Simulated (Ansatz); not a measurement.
Cost and result for the atomization energy of `CC/C=C/[SiH3]` (15 atoms, 14 bonds).

```xyz
15

C     2.221   -0.949    0.083
C     1.410    0.268    0.514
C    -0.059    0.041    0.386
C    -0.896    0.753   -0.370
Si   -2.710    0.390   -0.487
H     3.291   -0.777    0.221
H     1.947   -1.832    0.667
H     2.047   -1.181   -0.970
H     1.699    1.145   -0.072
H     1.642    0.496    1.562
H    -0.451   -0.798    0.962
H    -0.481    1.584   -0.941
H    -3.525    1.554   -0.039
H    -3.026   -0.782    0.372
H    -3.111    0.087   -1.889
```

The species carries charge 0 and has multiplicity 1. All single points use the PBE0-D4/def2-TZVP geometry. It is one conformer, not always the lowest. Program: Ansatz. All runs use 4 threads of an Arm Neoverse V1 on a shared host. Times are those of one run each, without the atoms' runs, and a repeat can differ threefold. Electronic energies, without spin–orbit coupling; frozen cores. CCSD(T)/CBS adds CCSD(T) − MP2 in def2-TZVPP to the MP2 limit, and its time is that of the two runs behind it. T1 = 0.011. B3LYP takes the VWN-RPA correlation (the form of Gaussian; ORCA's B3LYP/G).

CCSD(T)/CBS is a level of theory with its own doubt, some kJ/mol a heavy atom from the limit and from the frozen cores, so smaller differences don't rank the functionals.

```
                             level  functions  wall time  atomization (kJ/mol)  difference from CCSD(T)/CBS  per bond
   PBE-D4/def2-TZVPP (with forces)        306      3.8 s                5787.5                         74.5       5.3
                PBE0-D4/def2-TZVPP        306      4.5 s                5733.4                         20.4       1.5
r2SCAN-D4/def2-TZVPP (with forces)        306      7.5 s                5722.9                          9.9       0.7
 B3LYP-D4/def2-TZVPP (with forces)        306      7.5 s                5723.8                         10.8       0.8
                 B2PLYP/def2-TZVPP        306        9 s                5662.3                        -50.7      -3.6
                ωB97X-V/def2-TZVPP        306       12 s                5725.0                         12.0       0.9
  ωB97M-V/def2-TZVPP (with forces)        306       17 s                5726.1                         13.1       0.9
                    MP2/def2-QZVPP        598       49 s                5697.9                        -15.1      -1.1
                CCSD(T)/def2-TZVPP        306     20 min                5591.6                       -121.4      -8.7
                 CCSD(T)/CBS(def2)          –     20 min                5713.0                          0.0       0.0
```

From PBE to PBE0 (25 % exact exchange), in def2-TZVPP and without D4, the atomization energy moves by −49.7 kJ/mol: exact exchange takes away binding that semilocal exchange gives to molecules. In def2-TZVPP, CCSD(T) changes the Hartree–Fock value by +1235.7 kJ/mol (the triples alone add +65.3 kJ/mol) and MP2 by +1270.4 kJ/mol; breaking electron pairs costs correlation energy, which Hartree–Fock lacks. The D4 term adds +44.7 kJ/mol with B3LYP and +23.7 kJ/mol with PBE0; it sums over pairs of atoms, weighted by their polarisabilities, and B3LYP, whose exchange is more repulsive, gets the larger term.
